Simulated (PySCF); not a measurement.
A structure optimised at PBE-D3(BJ)/def2-SVP, used in a PySCF frequency run:

```xyz
15

B      0.4425    -0.3373     0.0000
Cl    -0.5905    -1.8157     0.0000
C      2.0143    -0.5300     0.0000
H      2.4836    -0.0589     0.8904
H      2.4836    -0.0589    -0.8904
H      2.2965    -1.5992     0.0000
N     -0.1929     0.9242     0.0000
C     -1.6312     1.1393     0.0000
C      0.5626     2.1666     0.0000
H     -1.9446     1.7194     0.8970
H     -1.9446     1.7194    -0.8970
H     -2.1616     0.1712     0.0000
H      0.3197     2.7818    -0.8960
H      0.3197     2.7818     0.8960
H      1.6491     1.9722     0.0000
```

Question: Write its SMILES, formula and point group.

Answer: CB(Cl)N(C)C, C3H9BClN, Cs

Question: What are its rotational constants (standard atomic weights)?

Answer: 3.6960, 2.1287, 1.3866 GHz
